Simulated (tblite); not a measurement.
C₆H₉O (doublet state).
Cartesian coordinates in Å at the GFN2-xTB level; atoms count from 1:
```xyz
16
C6H9O angstrom
C     -2.1242    0.4964    0.3511
C     -0.6943    0.2040    0.1511
C     -0.1006   -0.3066   -1.1078
C      1.2982   -0.7932   -0.6989
C      1.6555    0.0466    0.5273
C      0.3104    0.4165    1.1421
O      0.1385    0.8389    2.2805
H     -2.7401   -0.3662    0.0899
H     -2.2961    0.7700    1.3898
H     -2.4470    1.3213   -0.2897
H     -0.7081   -1.0874   -1.5708
H     -0.0239    0.5095   -1.8378
H      2.0241   -0.6915   -1.5040
H      1.2465   -1.8464   -0.4196
H      2.2894   -0.4738    1.2432
H      2.1641    0.9708    0.2421
```

All values are computed: GFN2-xTB (tblite) harmonic vibrations without scaling, gas phase. Against measured fundamentals such values can be off by several per cent, at times by over 20. One conformer, not necessarily the lowest. Open shells enter through the occupations alone, without spin polarisation, and single modes of such species can be off by tens of per cent.

Harmonic wavenumbers (cm⁻¹): 74.1, 124.2, 143.2, 247.1, 267.9, 459.2, 517.6, 585.6, 604.7, 754.3, 838.8, 851.3, 949.6, 954.7, 975.6, 997.0, 1054.0, 1075.8, 1086.0, 1173.5, 1180.4, 1242.7, 1267.4, 1294.0, 1324.7, 1371.8, 1384.1, 1439.4, 1442.5, 1452.2, 1458.8, 1493.5, 1636.0, 2887.0, 2946.6, 2963.4, 2964.0, 2979.9, 2991.6, 3011.2, 3017.5, 3043.6.

A = 3619, B = 2943, C = 1708 MHz; mass 97.065 u (most abundant isotopes); point group C1, symmetry number 1; spin multiplicity 2.

Zero-point energy?

Half the sum of the wavenumbers: 29263 cm⁻¹ = 350.07 kJ/mol.

What is S at 500 K and 1 bar for an ideal gas of classical rigid rotors and harmonic oscillators?

Translation 176.66, rotation 120.55, vibration 131.55, spin (R ln 2) 5.76: S = 434.5 J/(mol K).

And Cp and H(500 K) − H(0)?

Cp = 185.24 J/(mol K), of which vibrations give 151.98 (their classical limit is 42 R = 349.2); H(500 K) − H(0) = 52.49 kJ/mol without the zero-point energy, 35.87 from vibrations.

Blend soft modes into free rotors: weight 1/[1 + (100 cm⁻¹/ν̃)⁴] for the oscillator and the rest for a rotor with moment μB/(μ + B), μ = h/(8π²ν), B = 10⁻⁴⁴ kg m². What vibrational entropy results?

125.33 J/(mol K) in place of 131.55, which changes −T·S at 500 K by +3.11 kJ/mol.

What must be added to the electronic energy to get the Gibbs energy at 500 K and 1 bar?

ZPE + [H(500 K) − H(0)] − T·S = 350.07 + 52.49 − 217.26 = 185.30 kJ/mol.

How do the functions run with temperature in this model?

```tsv
T (K)	S (J/(mol K))	Cp (J/(mol K))	H − H(0) (kJ/mol)	G − H(0) (kJ/mol)	ln q(vib)
50	231.7	45.1	1.86	-9.73	0.17
100	267.9	60.1	4.51	-22.28	0.79
298.15	357.1	117.7	21.69	-84.79	3.83
373.15	386.4	144.3	31.52	-112.68	5.05
750	521.6	243.8	106.68	-284.52	11.57
1000	597.3	281.8	172.70	-424.61	15.86
```

q(vib) and H(0) count from the zero-point level.

Hindered rotation and anharmonicity are outside this model. Other conformers, if any are populated, would add a mixing term that is left out. The structure is chiral; the term R ln 2 for an equal mix with its mirror image is left out.
